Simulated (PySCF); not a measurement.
Isomers of C5H11BO3, one conformer each; single-point electronic energies without zero-point terms and without any empirical dispersion term.

All values: PBE0/pcSseg-1 (PySCF, non-relativistic), each on one gas-phase PBE0-D3(BJ)/def2-SVP geometry that isn't relaxed in the solvent. The solvent is an IEF-PCM continuum (cavity from Bondi-type radii × 1.2). Specific hydrogen bonds and non-electrostatic terms are outside this model.

| isomer | relative energy, gas (kcal/mol) | dipole (D) |
| --- | --- | --- |
| `CC[C@H]1CCOB(O)O1` | 0.0 | 2.98 |
| `CC(C)OB1OCCO1` | 13.9 | 2.26 |

Q: How do the relative energies look in chloroform (ε = 4.711)?

A: 
```
             isomer  relative energy, solvent (kcal/mol)  E(solvent) − E(gas) (kcal/mol)  dipole in solvent (D)
`CC[C@H]1CCOB(O)O1`                                  0.0                            -5.1                   3.66
    `CC(C)OB1OCCO1`                                 14.8                            -4.3                   2.70
```

The order is unchanged. Conformers: `[CH3:1][CH2:2][C@H:3]1[CH2:4][CH2:5][O:6][B:7]([OH:8])[O:9]1` with C1–C2–C3–C4 180°, O6–B7–O8–H 0°, C2–C3–C4–C5 175°, C3–C4–C5–O6 -53°, C4–C5–O6–B7 28°, C5–O6–B7–O8 180°; `[CH3:1][CH:2]([CH3:3])[O:4][B:5]1[O:6][CH2:7][CH2:8][O:9]1` with C1–C2–O4–B5 154°, C2–O4–B5–O6 -2°. `CC[C@H]1CCOB(O)O1` gains most from the continuum, and it has the largest gas-phase dipole. The gains span 0.8 kcal/mol, the gas-phase energies 13.9 kcal/mol.
